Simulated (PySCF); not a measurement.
A small calculation by hand: chemical shift, span and skew from a shielding tensor

CH5ClFNSi2, SMILES C1[Si@H]([Si@H](Cl)N1)F. Atoms are numbered in the order given.

```xyz
11

F      2.5126     0.8692     0.8842
Si     1.4070     0.2977    -0.1753
C      0.2894     1.6820    -0.8963
N     -0.9561     1.2543    -0.2292
Si    -0.7210    -0.2450     0.6108
Cl    -1.6022    -1.9258    -0.2897
H      2.1487    -0.5474    -1.1489
H      0.2264     1.6707    -2.0011
H      0.6180     2.6913    -0.5867
H     -1.8097     1.7703    -0.4245
H     -1.2082    -0.2790     2.0145
```

Geometry optimised at B3LYP-D3(BJ)/def2-SVP. The structure was generated by enumeration; whether it is a known compound was not checked.

GIAO shieldings from PBE/pcSseg-1 run with PySCF, non-relativistic, no solvent. The symmetric part of the tensor of N4 has the principal values 152.1, 176.2, 241.5 ppm. The same nucleus in NH3 has σ = 267.0 ppm at this level (PySCF, at its B3LYP-D3(BJ)/def2-TZVP geometry). Without spin–orbit terms, shifts of atoms bonded to Cl or Br come out too high.

Q: Work out the isotropic shielding, the ¹⁵N shift against NH3, the span and the skew.

A: 
σ(iso) = (σ11 + σ22 + σ33)/3 = 189.9 ppm. δ = σ(ref) − σ(iso) = 267.0 − (189.9) = 77.1 ppm.
Span Ω = σ33 − σ11 = 89.4 ppm. Skew κ = 3(σ(iso) − σ22)/Ω = 0.46. Tumbling in solution averages the tensor to δ; in a static solid the shielding alone would spread this spin-1/2 line over Ω.
